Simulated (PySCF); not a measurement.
## A PySCF run on SnH

State: ²Π (doublet), unpaired electrons π ↑.

An equivalent input (the run itself took its basis sets from the Basis Set Exchange, started from a PBE0 density and held the occupation σ 5α 5β, πx 3α 2β, πy 2α 2β, δx 1α 1β, δy 1α 1β):

```python
from pyscf import gto, scf, cc
mol = gto.M(atom='Sn 0 0 0; H 0 0 1.78', basis={'Sn': 'def2-TZVPPD', 'H': 'def2-TZVPPD'}, ecp={'Sn': 'def2-TZVPPD'},
            charge=0, spin=1, verbose=4, symmetry='C2v')
mf = scf.UHF(mol)
mf.irrep_nelec = {'A1': (6, 6), 'A2': (1, 1), 'B1': (3, 2), 'B2': (2, 2)}
mf.conv_tol = 1e-9
mf.max_cycle = 60
mf.diis_space = 10
mf.kernel()
mycc = cc.CCSD(mf, frozen=[[0, 1, 2, 3, 68, 69, 70, 71, 72], [0, 1, 2, 3, 68, 69, 70, 71, 72]])
mycc.run(conv_tol=1e-7, conv_tol_normt=1e-5, max_cycle=80, diis_space=8)
et = mycc.ccsd_t()
```

The SCF ended at -213.90375788 hartree. The coupled-cluster part of the log:

```
******** <class 'pyscf.cc.uccsd.UCCSD'> ********
CC2 = 0
CCSD nocc = (8, 7), nmo = (64, 64)
frozen orbitals [[0, 1, 2, 3, 68, 69, 70, 71, 72], [0, 1, 2, 3, 68, 69, 70, 71, 72]]
max_cycle = 80
direct = 0
conv_tol = 1e-07
conv_tol_normt = 1e-05
diis_space = 8
diis_start_cycle = 0
diis_start_energy_diff = 1e+09
Init t2, MP2 energy = -0.290061385274033
Init E_corr(UCCSD) = -0.290061385276543
cycle = 1  E_corr(UCCSD) = -0.284859119745047  dE = 0.00520226553  norm(t1,t2) = 0.0720582
cycle = 2  E_corr(UCCSD) = -0.292246902366998  dE = -0.00738778262  norm(t1,t2) = 0.0236124
cycle = 3  E_corr(UCCSD) = -0.293803163252335  dE = -0.00155626089  norm(t1,t2) = 0.0114398
cycle = 4  E_corr(UCCSD) = -0.294434942567588  dE = -0.000631779315  norm(t1,t2) = 0.00267326
cycle = 5  E_corr(UCCSD) = -0.294342904082925  dE = 9.20384847e-05  norm(t1,t2) = 0.000846693
cycle = 6  E_corr(UCCSD) = -0.294334207731534  dE = 8.69635139e-06  norm(t1,t2) = 0.00020039
cycle = 7  E_corr(UCCSD) = -0.294340415570561  dE = -6.20783903e-06  norm(t1,t2) = 8.68116e-05
cycle = 8  E_corr(UCCSD) = -0.294339990548615  dE = 4.25021946e-07  norm(t1,t2) = 3.06248e-05
cycle = 9  E_corr(UCCSD) = -0.294339722739502  dE = 2.67809113e-07  norm(t1,t2) = 9.02834e-06
cycle = 10  E_corr(UCCSD) = -0.294339804125439  dE = -8.13859372e-08  norm(t1,t2) = 2.82962e-06
UCCSD converged
E(UCCSD) = -214.1980976834752  E_corr = -0.2943398041254392
UCCSD(T) correction = -0.00712279362975748
```

T1 diagnostic 0.015, D1 0.052, 15 electrons correlated, 5 of the virtual orbitals (those above 20 hartree) left out.

Repeating this along the bond gives Re = 1.766 Å and ωe = 1731 cm⁻¹.

A point of this curve took 30 CPU seconds beside 0.42 for the integrals, on Intel Xeon Platinum 8259CL @ 2.50GHz (shared host).

Correlated steps freeze 4 core orbitals. Spin–orbit coupling is left out. The state is the lowest determinant that a PBE0 search found; another state may lie lower at other levels.
